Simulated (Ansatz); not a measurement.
Calculated with Ansatz (gas phase, PBE0-D4/def2-TZVP geometries, no zero-point term in ΔE). CCSD(T)/CBS is the MP2 limit (def2-TZVPP, def2-QZVPP) plus CCSD(T) − MP2 in def2-TZVPP, frozen cores. This one scheme is used for every species. Functionals use def2-TZVPP. B3LYP here is the variant with VWN-RPA as its local correlation; programs differ in this. Triplets are unrestricted, without spin–orbit coupling. One conformer a species, not always the lowest.

Consider the formal loss of a carbene: `COB(O)C(C)C` → `[CH2]` (triplet) + `CC(C)B(O)O`.

| level | ΔE (kcal/mol) | difference from CCSD(T)/CBS |
| --- | --- | --- |
| PBE-D4 | 92.2 | 2.1 |
| r2SCAN-D4 | 85.1 | -5.0 |
| PBE0-D4 | 89.7 | -0.4 |
| B3LYP-D4 | 90.1 | 0.0 |
| ωB97X-V | 93.8 | 3.7 |
| ωB97M-V | 91.2 | 1.1 |
| B2PLYP | 88.5 | -1.6 |
| PBE | 90.4 | 0.3 |
| r2SCAN | 84.5 | -5.6 |
| PBE0 | 88.1 | -2.0 |
| B3LYP | 87.3 | -2.8 |
| HF/def2-TZVPP | 56.7 | -33.4 |
| MP2/def2-TZVPP | 89.9 | -0.2 |
| SCS-MP2/def2-TZVPP | 91.1 | 1.0 |
| CCSD/def2-TZVPP | 85.3 | -4.8 |
| CCSD(T)/def2-TZVPP | 87.9 | -2.2 |
| HF/def2-QZVPP | 56.8 | -33.3 |
| MP2/def2-QZVPP | 91.2 | 1.1 |
| SCS-MP2/def2-QZVPP | 92.6 | 2.5 |
| HF/CBS(def2) | 56.8 | -33.3 |
| MP2/CBS(def2) | 92.1 | 2.0 |
| CCSD/CBS(def2) | 87.5 | -2.6 |
| CCSD(T)/CBS | 90.1 | 0 |

Largest T1 diagnostic among the species: 0.011.

In def2-TZVPP, CCSD(T) changes the Hartree–Fock value by +31.2 kcal/mol (the triples alone add +2.7 kcal/mol) and MP2 by +33.2 kcal/mol. From PBE to PBE0 (25 % exact exchange), in def2-TZVPP and without D4, ΔE moves by −2.3 kcal/mol. The D4 term adds +2.8 kcal/mol with B3LYP and +1.6 kcal/mol with PBE0; it sums over pairs of atoms, weighted by their polarisabilities, and B3LYP, whose exchange is more repulsive, gets the larger term.
